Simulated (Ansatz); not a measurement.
Energy needed to pull apart CH4OTe (SMILES OC[TeH]), singlet, into free ground-state atoms, from the structure below (displaced at random from a GFN2-xTB minimum); no zero-point or spin–orbit terms; open-shell atoms are treated unrestricted, in their ground-state multiplicity.

```xyz
7
angstrom
O -1.2594 -0.2014 -0.5000
C -0.3406 0.5375 0.1660
Te 1.6687 0.1578 -0.6649
H -1.3233 -1.2139 -0.2673
H -0.3500 0.0990 1.1366
H -0.5155 1.6690 0.0410
H 1.8022 -0.9909 0.1618
```

Ansatz 0.2.0; basis: def2-TZVPP; cores frozen in the correlated methods. Filled d shells of the heavier atoms are correlated. Core potentials replace the inner electrons of the atoms past krypton. The def2 sets are not built for correlating such inner shells, so the correlated values are less sure here.

```
      method  atomization energy (kJ/mol)
       SPW92                         2511
      PBE-D4                            ?
   r2SCAN-D4                         2116
     PBE0-D4                         2111
CAM-B3LYP-D4                            ?
     wB97M-V                         2110
          HF                         1369
         MP2                         2091
        CCSD                         2016
     CCSD(T)                         2059
```

Task: What does PBE-D4 give? (An estimate is asked for; the value comes from the calculation.)

Result: The calculation gives: 2176 kJ/mol, which is about 117 kJ/mol more than CCSD(T)/def2-TZVPP.

Task: What does CAM-B3LYP-D4 give? (Judge from chemistry; the value comes from the calculation.)

Result: By the calculation: 2118 kJ/mol, which is about 59 kJ/mol more than CCSD(T)/def2-TZVPP.

In triple zeta the MP2 and coupled-cluster atomization energies are still short of their basis limit by a few kcal/mol a bond, whereas those of the functionals are nearly converged, so these differences are not deviations from converged CCSD(T).

The T1 diagnostic stays at or below 0.012.

For scale, one of the runs: CCSD(T)/def2-TZVPP forces, 168 basis functions (an equivalent command: `ansatz run in.yaml --threads 4`). Time: 2.9 min of wall clock on 4 CPU threads; the host was shared. Peak host memory: 3 GiB.
